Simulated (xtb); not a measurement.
C2H11NSi3, SMILES [SiH3][C@@H]1[SiH2]CN1[SiH3]. All values are semi-empirical tight-binding results from xtb (GFN2-xTB unless named), good for trends rather than for accurate numbers. Coordinates come from a GFN2-xTB optimisation. The structure was generated by enumeration; whether it is a known compound was not checked.

| Property | Value |
|---|---|
| orbital gap | 3.24 eV |
| dipole moment | 1.55 D |
| zero-point energy | 70.5 kcal/mol |
| G − E(el) at 298.15 K (modified RRHO) | 48.3 kcal/mol |
| static polarisability (D4 model) | 116.9 bohr³ |
| solvation energy, GFN2-xTB/ALPB(water) | 0.2 kcal/mol |
| solvation energy, GFN2-xTB/ALPB(chcl3) | -3.9 kcal/mol |
